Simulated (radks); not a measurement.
The beryllium ion Be2+, 2 electrons, occupied as [He].

Calculated with a radial shooting solver on a logarithmic mesh with Libxc functionals: scalar-relativistic Kohn-Sham, PBE, spin-polarised, spherical densities, finite nucleus; Fermi nuclear charge, rms radius 2.519 fm.

Energy parts (hartree):
| part | energy |
|---|---|
| total | -13.62232 |
| kinetic | 13.58377 |
| electron-nucleus | -29.46158 |
| Hartree | 4.53052 |
| exchange-correlation | -2.27503 |

Orbitals (lengths in bohr, moments of r in powers of bohr; r(90%) holds 90 % of the orbital's charge):
| orbital | occ. | eigenvalue (hartree) | r(90%) | <r> |
|---|---|---|---|---|
| 1s | 2 | -4.86130 | 0.753 | 0.4174 |

The highest occupied level is 1s at -132.28 eV. The electron density at the nucleus is 34.98 e/bohr^3 (large components only). The density falls to 0.001 e/bohr^3 at r = 1.47 bohr.
